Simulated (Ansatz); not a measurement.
CH7BSi2 can be A, `[SiH3]B1C[SiH2]1`, or B, `CB1[SiH2][SiH2]1`.

Computed with Ansatz on PBE0-D4/def2-TZVP structures; ΔE is electronic, products minus reactants. CBS: MP2 limit from def2 TZ/QZ plus the TZ coupled-cluster correction, frozen cores. DFT in def2-TZVPP. B3LYP here is the variant with VWN-RPA as its local correlation; programs differ in this.

Task: Which is lower in electronic energy at CCSD(T)/CBS, and by how much? (Estimate.)

Result: Computed: B, by 4.4 kcal/mol.

Task: Give E(B) − E(A) in kcal/mol with PBE0-D4, CCSD(T)/def2-TZVPP, HF/def2-TZVPP, B3LYP-D4, B3LYP, B2PLYP, MP2/def2-TZVPP. (Estimate.)

Result: The calculation gave: PBE0-D4 -6.5, CCSD(T)/def2-TZVPP -4.5, HF/def2-TZVPP 0.6, B3LYP-D4 -4.4, B3LYP -4.1, B2PLYP -4.1, MP2/def2-TZVPP -4.4. The order is the other way round with HF/def2-TZVPP.

Task: Does the order hold for the free energy at 298.15 K (harmonic terms from PBE0-D4)? (Estimate.)

Result: Computed: Yes: G(B) − G(A) = -2.5 kcal/mol.

Largest T1 diagnostic: 0.015.

From PBE to PBE0 (25 % exact exchange), in def2-TZVPP and without D4, E(B) − E(A) moves by +1.1 kcal/mol. In def2-TZVPP, CCSD(T) changes the Hartree–Fock value by −5.2 kcal/mol (the triples alone add −1.0 kcal/mol) and MP2 by −5.1 kcal/mol.
